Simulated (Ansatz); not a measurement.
Reactions of `FC[SiH2]O[SiH3]`.

Isolated molecules relaxed with PBE0-D4/def2-TZVP in Ansatz; ΔE leaves out vibrations. CBS: MP2 limit from def2 TZ/QZ plus the TZ coupled-cluster correction, frozen cores. This one scheme is used for every species. DFT in def2-TZVPP. For Br outer-core shells are correlated without core-valence functions, which leaves a few kJ/mol of doubt a bond. Scalar relativity is left out up to krypton. One conformer a species, not always the lowest.

| reaction | CCSD(T)/CBS(def2) (eV) |
| --- | --- |
| `FC[SiH2]O[SiH3]` + `CBS` → `CB(S)CF` + disiloxane | ? |
| `FC[SiH2]O[SiH3]` + CH₃SH → `CS[SiH2]O[SiH3]` + fluoromethane | -0.91 |
| `FC[SiH2]O[SiH3]` + `S[SiH2]Cl` → `FCS[SiH2]Cl` + disiloxane | 0.31 |
| `FC[SiH2]O[SiH3]` + H₂ → `FC[SiH3]` + silanol | 0.97 |
| `FC[SiH2]O[SiH3]` + HBr → `[SiH3]O[SiH2]Br` + fluoromethane | -1.27 |

Question: Fill in the missing values. (An estimate is asked.)

Answer: Computed: `FC[SiH2]O[SiH3]` + `CBS` → `CB(S)CF` + disiloxane: -0.13 eV.

Largest T1 diagnostic: 0.013, for `CBS`.
